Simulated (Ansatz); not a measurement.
Cl3Sn, charge -1, singlet, geometry from GFN2-xTB (such geometries of metal compounds can be far from the true shape) (all electrons, no relativity) (a gas-phase anion, which may not be bound at this level). Base run: B3LYP/3-21G in Ansatz (a program for electronic structure).

Input for Ansatz:
Ansatz 0.2 input:
```yaml
crystal:
  periodic: [false, false, false]
  atoms:
    - {symbol: Sn, position_ang: [-0.00024598, 0.00560843, 0.57812327]}
    - {symbol: Cl, position_ang: [-1.94257826, -1.06785136, -0.55730815]}
    - {symbol: Cl, position_ang: [0.05159000, 2.20812614, -0.58824027]}
    - {symbol: Cl, position_ang: [1.89171173, -1.15677018, -0.55481414]}
basis:
  gaussian:
    orbitals: 3-21G.json
hamiltonian:
  xc: b3lyp
total_charge: -1
```
The basis file holds 3-21G in the JSON format of the Basis Set Exchange.

The base run was repeated with changes; each row names its change, and settings that it needs were set with it.

```csv
change,ΔE vs base (kcal/mol)
base,0.000
"final_grid = 6, 12, 29",-0.004
"final_grid = 4, 8, 17",…
accuracy = high,-0.005
"final_grid = 14, 28, 59",0.001
"point_charge = charge:1.0 position_ang:-3.4456, -3.8856, -0.9374",-75.3
lower_state_search = full,0.000
"point_charge = charge:0.5 position_ang:-0.4667, 4.8456, -2.193",-37.56
lower_state_search = light,0.000
```

Q: Complete the blanks.

A: 
- final_grid = 4, 8, 17, ΔE vs base (kcal/mol): 0.184

A gas-phase anion may not be bound at this level; its values then depend on the basis.
